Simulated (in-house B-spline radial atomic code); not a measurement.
Atomic self-consistent-field run: Tm VII (Tm6+) (an excited or competing configuration). Level of theory: Dirac-Hartree-Fock, average of configuration, Fermi nucleus of rms radius 5.2256 fm; calculated with a radial B-spline atomic code at the basis-set limit.

Command:
```bash
python run_scf.py task.json out
```
Settings (nuclear radius in fm, mass in u):
```
Z                69
configuration    [Kr] 4d10 4f10 5s2 5p4 7s1
hamiltonian      dirac
method           hf
spin_polarised   False
nucleus          fermi
rms_radius       5.2256
atomic_mass      168.93422
speed_of_light   137.035999084
```

Output (hartree, bohr):
```
 radial grid: 71 intervals, B-splines of order 8, outer radius 36.5672 bohr

 iter        energy (Eh)    residual
    1      -13506.482834    9.63e-01
    2      -13536.369833    1.40e+00
    3      -13561.090394    3.26e-01
    4      -13562.494760    1.07e-01
    5      -13562.593576    2.40e-02
    6      -13562.601281    1.74e-02
    7      -13562.605218    6.87e-04
    8      -13562.605222    3.12e-04
    9      -13562.605223    1.61e-05
   10      -13562.605223    5.67e-07

 total energy                    -13562.60522
 kinetic                           15013.7270
 electron-nucleus                 -33372.2270
 electron-electron                  4795.8948

 first-order corrections (not in the total)
   Gaunt                            15.0534
   retardation                      -1.5900
   frequency dependence             -0.2327
   self-energy                      10.7411
   Uehling                          -1.8692
   Wichmann-Kroll                    0.0666
   recoil                            0.0278

 orbital      occ     eigenvalue          <r>       <r^2>       <1/r>     <1/r^3>       <r^4>       r_max    small
 1s1/2      2.000     -2199.8863    0.0200091 0.000548425     79.0656           - 8.08646e-07     0.01261  6.69e-02
 2s1/2      2.000      -379.2940    0.0842387  0.00844673     19.0691           - 0.000124294     0.07201  1.50e-02
 2p1/2      2.000      -360.8596    0.0701651  0.00610496     18.9978           - 7.64205e-05      0.0541  1.50e-02
 2p3/2      4.000      -324.7584    0.0775121  0.00731553     16.4103     12786.5 0.000105218     0.06038  1.37e-02
 3s1/2      2.000       -90.5948     0.219882   0.0554062     7.00042           -   0.0046484      0.2031  4.87e-03
 3p1/2      2.000       -82.4980     0.210031   0.0513637     6.90192           -   0.0041858      0.1911  4.80e-03
 3p3/2      4.000       -74.7427     0.223668   0.0580537     6.24393      2824.5   0.0053069      0.2041  4.45e-03
 3d3/2      4.000       -61.1265     0.197252   0.0457394     6.11251     479.023  0.00372742      0.1612  4.31e-03
 3d5/2      6.000       -59.4521     0.201491   0.0475951     5.95227     417.573  0.00400821      0.1648  4.20e-03
 4s1/2      2.000       -22.1958     0.496063    0.277629     2.91552           -    0.111609      0.4641  1.55e-03
 4p1/2      2.000       -18.8705     0.505216    0.290333     2.80244           -    0.125639      0.4666  1.47e-03
 4p3/2      4.000       -17.0841     0.534453    0.324689     2.58896     634.013    0.157078      0.4932  1.35e-03
 4d3/2      4.000       -11.5831     0.558508    0.360954     2.37342     93.5117    0.209045      0.4951  1.17e-03
 4d5/2      6.000       -11.2496      0.56902     0.37445     2.31866     80.1839    0.224799       0.504  1.13e-03
 4f5/2      4.286        -4.6131     0.655048    0.524232     1.89727     14.1108    0.569688      0.4831  7.96e-04
 4f7/2      5.714        -4.5594     0.662159    0.535632     1.87641     13.5835    0.594418       0.488  7.82e-04
 5s1/2      2.000        -5.7977      1.14417     1.46007     1.16599           -     3.02315       1.054  3.64e-04
 5p1/2      1.333        -4.7507      1.23091      1.6956     1.07404           -     4.13357       1.123  3.19e-04
 5p3/2      2.667        -4.4464      1.29734     1.88101     1.00624     105.635     5.06152       1.186  2.91e-04
 7s1/2      1.000        -1.3121      4.06448     18.3145    0.325665           -     442.996        4.16  5.33e-05
```

Run time, properties included: 1.6 s on 1 thread of Arm Neoverse V1 (shared host).

For the Dirac Hamiltonian the kinetic term is c α·p + (β - 1)c².
